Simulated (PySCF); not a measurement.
Excitations are Tamm–Dancoff values on a coarser integration grid. The basis has no diffuse functions, so Rydberg states are missing or too high.

## C₂H₄BN, SMILES `CBC#N` (charge 0, multiplicity 1)

Level of theory: CAM-B3LYP-D3(BJ)/def2-TZVP (PySCF).

```
Item                                                          Result
-------------------------------------------  -----------------------
HOMO                                                       -10.90 eV
dipole moment                                                 3.54 D
LUMO                                                        -1.53 eV
HOMO–LUMO gap                                                9.37 eV
S1 excitation (TDA)                                          5.06 eV
S1 oscillator strength                                         0.000
brightest of the four lowest singlets (TDA)                  6.70 eV
T1 excitation (TDA)                                          4.64 eV
S1–T1 gap (TDA)                                              0.43 eV
vertical ionisation energy (Delta-SCF)                      12.02 eV
total energy                                            -158.1796 Ha
cost                                         roughly 70 core-seconds
```

```xyz
8

C     -1.0046    -0.2165    -0.0204
B      0.3277     0.5328     0.1895
C      1.6584    -0.0777    -0.2744
N      2.6513    -0.5344    -0.6247
H     -1.8624     0.4482    -0.1161
H     -1.1644    -0.7769     0.9142
H     -0.9977    -0.9499    -0.8248
H      0.3917     1.5745     0.7568
```
